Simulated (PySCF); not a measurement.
SMILES F[SiH](F)[S][GeH3] (H4F2GeSSi) (B3LYP/def2-SVP optimised geometry):

```
9

Si    -0.846     1.940    -2.035
F      0.422     1.108    -2.613
F     -2.093     1.504    -2.967
S     -1.146     1.448     0.000
Ge    -0.391    -0.701     0.000
H     -0.621     3.387    -2.210
H     -0.954    -1.448    -1.220
H      1.146    -0.701     0.000
H     -0.946    -1.277     1.313
```

Computed with B3LYP/def2-TZVP (PySCF).

What are the frontier orbital energies and the dipole moment?

HOMO-2 -9.52 eV, HOMO-1 -9.00 eV, HOMO -7.67 eV, LUMO -1.06 eV, LUMO+1 -0.01 eV; dipole moment 1.46 D.

On the same geometry PBE/def2-TZVP run with PySCF 2.14.0 gives HOMO-2 -8.48 eV, HOMO-1 -7.98 eV, HOMO -6.69 eV, LUMO -1.70 eV, LUMO+1 -0.62 eV; dipole moment 1.41 D.

Meta-Löwdin charges at B3LYP/def2-TZVP: Si1 1.26, F2 -0.50, F3 -0.50, S4 -0.39, Ge5 0.38, H6 -0.11, H7 -0.05, H8 -0.05, H9 -0.04.
